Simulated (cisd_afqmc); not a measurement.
Input (AFQMC/CISD/cc-pV(T+d)Z; cisd_afqmc is a phaseless AFQMC code with CISD trial states that reads the integrals written by Ansatz): A basis named .json is the Basis Set Exchange file of that set.

Ansatz 0.2 input:
```python
import cisd_afqmc

open("ham.yaml", "w").write("""\
crystal:
  periodic: [false, false, false]
  atoms:
    - {symbol: C, position_ang: [-2.40009186, 0.05728622, -0.06659164]}
    - {symbol: C, position_ang: [-0.95260980, 0.43390224, -0.06128444]}
    - {symbol: C, position_ang: [0.02922467, -0.44731718, 0.03867013]}
    - {symbol: Cl, position_ang: [1.71324227, -0.00833146, 0.04477456]}
    - {symbol: H, position_ang: [-2.88467872, 0.38879317, -0.98896872]}
    - {symbol: H, position_ang: [-2.92968969, 0.53712876, 0.76092152]}
    - {symbol: H, position_ang: [-2.53611798, -1.02106386, 0.02131960]}
    - {symbol: H, position_ang: [-0.70748350, 1.48728067, -0.14427258]}
    - {symbol: H, position_ang: [-0.12628686, -1.51373158, 0.12506840]}
basis:
  gaussian:
    orbitals: cc-pV_T+d_Z.json
magnetization: {spin_polarized: false}
correlation: {method: ccsd, electrons: outside_noble_gas, hamiltonian_folder: ham}
""")
rep = cisd_afqmc.ansatz("ham.yaml")
e_ccsd = rep["correlation"]["coupled_cluster"]["energy"]["hartree"]
out = cisd_afqmc.run("ham", e_ccsd, trial="CISD", walkers=1000, populations=1, threads=12, dt=0.005, steps=40, early=24, settle=10, least=100,
    cut=5e-5, rank_cut=2e-4, target=0.0004, seconds=1500, seed=4, memory=62639, gpu=True)
```

Output:

```
orbitals 191, occupied [12], factors 1090 of 1140, rank of the doubles 627 of 2148
E(HF) = -576.054677
E(CCSD) on the cut factors = -576.787336, shift to the whole factors -0.000013
Energy of the trial state on the determinant = -576.787302
  tau behind 7.2 of longer steps, mean of the populations' last blocks
   2.0  -576.82117
   4.0  -576.82176
   6.0  -576.82066
   8.0  -576.82066
  10.0  -576.82175
  12.0  -576.82111
  14.0  -576.82113
  16.0  -576.82079
  18.0  -576.82228
  20.0  -576.82241
  22.0  -576.82270
blocks 100 (0 outliers left out), error by blocks joined: 1: 0.00024, 2: 0.00028, 4: 0.00030, 8: 0.00030
E(AFQMC/CISD) = -576.82153 +/- 0.00030
```
